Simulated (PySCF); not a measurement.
C5H7FO, SMILES CO[C@]1(F)C=CC1. Atoms are numbered in the order given.

```xyz
14

C      1.9825    -0.3722    -0.5861
O      1.2320     0.5866     0.1194
C     -0.1174     0.3336     0.2888
F     -0.5339     1.2716     1.1899
C     -0.5940    -1.0815     0.6048
C     -1.3755    -1.1334    -0.4858
C     -1.0388     0.2646    -0.9830
H      3.0110     0.0096    -0.6434
H      1.9940    -1.3519    -0.0755
H      1.6102    -0.5264    -1.6161
H     -0.3858    -1.7660     1.4301
H     -2.0429    -1.9015    -0.8844
H     -1.8605     0.9973    -0.9553
H     -0.5189     0.3353    -1.9524
```

Geometry: B3LYP-D3(BJ)/def2-SVP. The structure was generated by enumeration; whether it is a known compound was not checked. Other conformers were not sampled.

Two levels are set side by side: PBE/pcSseg-1 (PySCF) and PBE0/pcSseg-1 (PySCF). GIAO shifts against CFCl3 (¹⁹F), H2O (¹⁷O), TMS (¹H), TMS (¹³C) at the same level; non-relativistic, no solvent, atoms listed together averaged. Differences are taken from unrounded values.

```json
[
 {"quantity": "δ(¹³C) of C1 (ppm)", "PBE0": "54.5", "PBE": "56.2", "PBE minus PBE0": "1.7"},
 {"quantity": "δ(¹⁷O) of O2 (ppm)", "PBE0": "65.4", "PBE": "79.4", "PBE minus PBE0": "14.0"},
 {"quantity": "δ(¹³C) of C3 (ppm)", "PBE0": "119.5", "PBE": "123.9", "PBE minus PBE0": "4.5"},
 {"quantity": "δ(¹⁹F) of F4 (ppm)", "PBE0": "-133.5", "PBE": "-149.3", "PBE minus PBE0": "-15.8"},
 {"quantity": "δ(¹³C) of C5 (ppm)", "PBE0": "151.5", "PBE": "150.2", "PBE minus PBE0": "-1.3"},
 {"quantity": "δ(¹³C) of C6 (ppm)", "PBE0": "154.3", "PBE": "151.7", "PBE minus PBE0": "-2.7"},
 {"quantity": "δ(¹³C) of C7 (ppm)", "PBE0": "47.3", "PBE": "48.6", "PBE minus PBE0": "1.2"},
 {"quantity": "δ(¹H) of H11 (ppm)", "PBE0": "6.78", "PBE": "6.78", "PBE minus PBE0": "0.00"},
 {"quantity": "δ(¹H) of H12 (ppm)", "PBE0": "7.04", "PBE": "6.99", "PBE minus PBE0": "-0.05"}
]
```

Rough cost on one machine, each run with all the roots and properties that it gave: PBE0 against PBE within a factor of 2.
